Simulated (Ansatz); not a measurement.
Ansatz (a first-principles code) input file for SiBrF₂, SMILES F[Si](F)Br, multiplicity 2, PBE0-D3(BJ)/def2-SVP. 

Ansatz 0.2 input:
```yaml
crystal:
  periodic: [false, false, false]
  atoms:
    - {symbol: Si, position_ang: [-0.92735829, 0.47594542, 0.00000000]}
    - {symbol: Br, position_ang: [1.20556872, -0.04681455, 0.00000000]}
    - {symbol: F, position_ang: [-1.62288274, -0.27915149, 1.22393475]}
    - {symbol: F, position_ang: [-1.62288273, -0.27915149, -1.22393476]}
basis:
  gaussian:
    orbitals: def2-SVP
hamiltonian:
  xc: pbe0
  dispersion: d3bj
magnetization: {spin_polarized: true, initial_magnetization: 1}
relax: {f_tol: 0.002, max_steps: 200}
```

Output:

```
WARN ansatz: RAYON_NUM_THREADS=1 ignored (pool sized by the plan → 1); use --threads N
Functional definition: PBE0
integrals: 0.03 GiB planned
777 factors; integrals over basis functions are off by at most 2.5e-4 eV
mean field: 0.53 GiB planned
mean field evaluation 1: about -83326.1288 eV, gradient 2.8e1 eV
mean field evaluation 2: about -83322.3132 eV, gradient 4.6e1 eV
mean field evaluation 4: about -83328.7296 eV, gradient 8.2e-1 eV
mean field evaluation 8: about -83328.7385 eV, gradient 2.6e-2 eV
mean field evaluation 16: about -83328.7385 eV, gradient 8.2e-5 eV
mean field -83328.73851186 eV, -3062.2746580633 hartree, gradient 8.2e-5 eV, S^2 0.752016; 0 other end points of the search recorded, 0 dependent functions left out
the calculation of the forces begins
reference -83328.73853259 eV, -3062.2746588249 hartree; 34, 33 occupied and 44, 45 virtual orbitals, 777 factors
relax step   1: F+E_penalty+E_count = -83328.81446458 eV  Δ(F+E_penalty+E_count) = +0.000e0 eV  max|allowed force component| = 8.555e-1 eV/Å  Δτ_max = 0.0000 Å  (27 SCF iters, accepted)
these checks for a lower state are left out or cut short: starts, cluster_reference, orbital_swaps, neighbouring_geometries, increment
integrals: 0.03 GiB planned
777 factors; integrals over basis functions are off by at most 2.5e-4 eV
mean field: 0.53 GiB planned
mean field -83328.75252215 eV, -3062.2751729319 hartree, gradient 8.9e-6 eV, S^2 0.752145; 0 other end points of the search recorded, 0 dependent functions left out
the calculation of the forces begins
reference -83328.75254339 eV, -3062.2751737123 hartree; 34, 33 occupied and 44, 45 virtual orbitals, 777 factors
relax step   2: F+E_penalty+E_count = -83328.82733723 eV  Δ(F+E_penalty+E_count) = -1.287e-2 eV  max|allowed force component| = 4.768e-1 eV/Å  Δτ_max = 0.0987 Å  (32 SCF iters, accepted)
these checks for a lower state are left out or cut short: starts, cluster_reference, orbital_swaps, neighbouring_geometries, increment
integrals: 0.03 GiB planned
777 factors; integrals over basis functions are off by at most 2.5e-4 eV
mean field: 0.53 GiB planned
mean field evaluation 32: about -83328.7831 eV, gradient 2.0e-5 eV
mean field -83328.78306233 eV, -3062.2762952629 hartree, gradient 2.0e-5 eV, S^2 0.752082; 0 other end points of the search recorded, 0 dependent functions left out
the calculation of the forces begins
reference -83328.78308330 eV, -3062.2762960334 hartree; 34, 33 occupied and 44, 45 virtual orbitals, 777 factors
relax step   3: F+E_penalty+E_count = -83328.85841890 eV  Δ(F+E_penalty+E_count) = -3.108e-2 eV  max|allowed force component| = 3.513e-1 eV/Å  Δτ_max = 0.0522 Å  (30 SCF iters, accepted)
these checks for a lower state are left out or cut short: starts, cluster_reference, orbital_swaps, neighbouring_geometries, increment
integrals: 0.03 GiB planned
777 factors; integrals over basis functions are off by at most 2.4e-4 eV
mean field: 0.53 GiB planned
mean field -83328.79696134 eV, -3062.2768060422 hartree, gradient 6.5e-5 eV, S^2 0.752032; 0 other end points of the search recorded, 0 dependent functions left out
the calculation of the forces begins
reference -83328.79698224 eV, -3062.2768068100 hartree; 34, 33 occupied and 44, 45 virtual orbitals, 777 factors
relax step   4: F+E_penalty+E_count = -83328.87245494 eV  Δ(F+E_penalty+E_count) = -1.404e-2 eV  max|allowed force component| = 2.301e-1 eV/Å  Δτ_max = 0.0245 Å  (27 SCF iters, accepted)
these checks for a lower state are left out or cut short: starts, cluster_reference, orbital_swaps, neighbouring_geometries, increment
integrals: 0.03 GiB planned
777 factors; integrals over basis functions are off by at most 2.4e-4 eV
mean field: 0.53 GiB planned
mean field -83328.79762266 eV, -3062.2768303451 hartree, gradient 4.8e-5 eV, S^2 0.751969; 0 other end points of the search recorded, 0 dependent functions left out
the calculation of the forces begins
reference -83328.79764373 eV, -3062.2768311194 hartree; 34, 33 occupied and 44, 45 virtual orbitals, 777 factors
relax step   5: F+E_penalty+E_count = -83328.87311769 eV  Δ(F+E_penalty+E_count) = -6.628e-4 eV  max|allowed force component| = 4.893e-1 eV/Å  Δτ_max = 0.0320 Å  (27 SCF iters, accepted)
these checks for a lower state are left out or cut short: starts, cluster_reference, orbital_swaps, neighbouring_geometries, increment
integrals: 0.03 GiB planned
777 factors; integrals over basis functions are off by at most 2.4e-4 eV
mean field: 0.53 GiB planned
mean field -83328.79974784 eV, -3062.2769084439 hartree, gradient 6.5e-5 eV, S^2 0.752145; 0 other end points of the search recorded, 0 dependent functions left out
the calculation of the forces begins
reference -83328.79976869 eV, -3062.2769092104 hartree; 34, 33 occupied and 44, 45 virtual orbitals, 777 factors
relax step   6: F+E_penalty+E_count = -83328.87517904 eV  Δ(F+E_penalty+E_count) = -2.061e-3 eV  max|allowed force component| = 2.522e-1 eV/Å  Δτ_max = 0.0309 Å  (29 SCF iters, accepted)
these checks for a lower state are left out or cut short: starts, cluster_reference, orbital_swaps, neighbouring_geometries, increment
integrals: 0.03 GiB planned
777 factors; integrals over basis functions are off by at most 2.4e-4 eV
mean field: 0.53 GiB planned
mean field -83328.80297677 eV, -3062.2770271050 hartree, gradient 6.3e-5 eV, S^2 0.752021; 0 other end points of the search recorded, 0 dependent functions left out
the calculation of the forces begins
reference -83328.80299772 eV, -3062.2770278749 hartree; 34, 33 occupied and 44, 45 virtual orbitals, 777 factors
relax step   7: F+E_penalty+E_count = -83328.87843836 eV  Δ(F+E_penalty+E_count) = -3.259e-3 eV  max|allowed force component| = 9.295e-2 eV/Å  Δτ_max = 0.0202 Å  (29 SCF iters, accepted)
these checks for a lower state are left out or cut short: starts, cluster_reference, orbital_swaps, neighbouring_geometries, increment
integrals: 0.03 GiB planned
777 factors; integrals over basis functions are off by at most 2.4e-4 eV
mean field: 0.53 GiB planned
mean field -83328.80344796 eV, -3062.2770444207 hartree, gradient 1.6e-5 eV, S^2 0.752040; 0 other end points of the search recorded, 0 dependent functions left out
the calculation of the forces begins
reference -83328.80346888 eV, -3062.2770451896 hartree; 34, 33 occupied and 44, 45 virtual orbitals, 777 factors
relax step   8: F+E_penalty+E_count = -83328.87891814 eV  Δ(F+E_penalty+E_count) = -4.798e-4 eV  max|allowed force component| = 1.476e-2 eV/Å  Δτ_max = 0.0058 Å  (27 SCF iters, accepted)
these checks for a lower state are left out or cut short: starts, cluster_reference, orbital_swaps, neighbouring_geometries, increment
integrals: 0.03 GiB planned
777 factors; integrals over basis functions are off by at most 2.4e-4 eV
mean field: 0.53 GiB planned
mean field evaluation 64: about -83328.7967 eV, gradient 6.3e-2 eV
mean field -83328.80345198 eV, -3062.2770445688 hartree, gradient 1.8e-5 eV, S^2 0.752037; 0 other end points of the search recorded, 0 dependent functions left out
the calculation of the forces begins
reference -83328.80347290 eV, -3062.2770453375 hartree; 34, 33 occupied and 44, 45 virtual orbitals, 777 factors
relax step   9: F+E_penalty+E_count = -83328.87893147 eV  Δ(F+E_penalty+E_count) = -1.333e-5 eV  max|allowed force component| = 4.471e-3 eV/Å  Δτ_max = 0.0007 Å  (23 SCF iters, accepted)
these checks for a lower state are left out or cut short: starts, cluster_reference, orbital_swaps, neighbouring_geometries, increment
integrals: 0.03 GiB planned
777 factors; integrals over basis functions are off by at most 2.4e-4 eV
mean field: 0.53 GiB planned
mean field -83328.80344935 eV, -3062.2770444722 hartree, gradient 1.4e-5 eV, S^2 0.752036; 0 other end points of the search recorded, 0 dependent functions left out
the calculation of the forces begins
reference -83328.80347027 eV, -3062.2770452409 hartree; 34, 33 occupied and 44, 45 virtual orbitals, 777 factors
relax step  10: F+E_penalty+E_count = -83328.87893238 eV  Δ(F+E_penalty+E_count) = -9.079e-7 eV  max|allowed force component| = 3.268e-4 eV/Å  Δτ_max = 0.0003 Å  (22 SCF iters, accepted)
integrals: 0.03 GiB planned
777 factors; integrals over basis functions are off by at most 2.4e-4 eV
mean field: 0.53 GiB planned
mean field -83328.80344935 eV, -3062.2770444722 hartree, gradient 1.4e-5 eV, S^2 0.752036; 1 other end points of the search recorded, 0 dependent functions left out
the calculation of the forces begins
reference -83328.80347027 eV, -3062.2770452409 hartree; 34, 33 occupied and 44, 45 virtual orbitals, 777 factors
Total energy: -83328.87895330 eV, -3062.2798191910 hartree
Atom 0 at    -0.939623     0.422888     0.000000 Å, force    -0.000327    -0.000058    -0.000000 eV/Å
Atom 1 at     1.225352    -0.032024    -0.000000 Å, force     0.000061    -0.000059     0.000000 eV/Å
Atom 2 at    -1.626642    -0.260018     1.290137 Å, force     0.000133     0.000059     0.000062 eV/Å
Atom 3 at    -1.626642    -0.260018    -1.290137 Å, force     0.000133     0.000059    -0.000062 eV/Å
Dipole moment:     0.065365     0.243842    -0.000000 e Å
```

The run converged.
